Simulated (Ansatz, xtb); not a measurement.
**Relative energy of two structures of CHGeI**

We compare I, a singlet given by its coordinates, with II, a triplet given by its coordinates. Both are isolated molecules in the gas phase, relaxed with B3LYP-D3(BJ)/def2-SVP.

I (Å):

```xyz
4

C     0.8056    1.1886   -0.2604
Ge    0.5479   -0.3675    0.5075
I     2.4364   -2.0516    0.6907
H     0.3005    2.1243   -0.5248
```

Close contacts (Å): C1–Ge2 1.75, Ge2–I3 2.54, C1–H4 1.10.

II (Å):

```json
{"atom": "C", "x (Å)": "0.8941", "y (Å)": "0.3726", "z (Å)": "0.0623"}
{"atom": "Ge", "x (Å)": "2.2435", "y (Å)": "1.5522", "z (Å)": "0.8180"}
{"atom": "I", "x (Å)": "1.0378", "y (Å)": "-1.7361", "z (Å)": "-0.0434"}
{"atom": "H", "x (Å)": "-0.0666", "y (Å)": "0.6697", "z (Å)": "-0.3811"}
```

Close contacts (Å): C1–Ge2 1.95, C1–I3 2.12, C1–H4 1.10.

Estimate which is lower in electronic energy at CCSD(T)/def2-TZVPP, and by roughly how much.

The CCSD(T)/def2-TZVPP calculation puts structure I lower, by 11.7 kcal/mol.

Level by level:

```csv
level,geometry,E(II) − E(I) (kcal/mol),departure from the last row (kcal/mol),"job, with rough time for the two"
HF/STO-3G,GFN2-xTB,−22.9,−34.6,"single point, 5.8 s"
r2SCAN-D4/def2-SVP,GFN2-xTB,+0.7,−11.0,"single point, 6.7 s"
B3LYP-D3(BJ)/def2-SVP,B3LYP-D3(BJ)/def2-SVP,+1.4,−10.3,"optimisation, 65 s"
HF/def2-TZVPP,B3LYP-D3(BJ)/def2-SVP,−19.4,−31.1,part of the CCSD(T) run
MP2/def2-TZVPP,B3LYP-D3(BJ)/def2-SVP,+6.5,−5.2,part of the CCSD(T) run
CCSD(T)/def2-TZVPP,B3LYP-D3(BJ)/def2-SVP,+11.7,,"single point, 7.8 min"
```

HF/STO-3G, HF/def2-TZVPP put the two in the other order. The largest departure from CCSD(T)/def2-TZVPP is that of HF/STO-3G, 34.6 kcal/mol. The triplet state of II needn't be its ground state.

With harmonic frequencies from B3LYP-D3(BJ)/def2-SVP (ideal gas, rigid rotor, one conformer each, 298.15 K, 1 atm): on the last row, ΔE + ΔZPE = +12.1, ΔH = +11.9, ΔG = +11.7 kcal/mol.

The T1 diagnostic of structure I is large, so the coupled-cluster value is less sure. Open shells are spin-unrestricted. The correlated steps freeze 14 core orbitals; the filled d shell of Ge and I is correlated, in a basis made for valence electrons. Atoms past krypton carry core potentials in the def2 sets, other sets are all-electron and non-relativistic, and no spin–orbit term is included. ΔG holds the spin degeneracy. Run with Ansatz 0.2.0, xtb 6.7.1; the last row on 1 thread of Arm Neoverse V1 on a shared host.
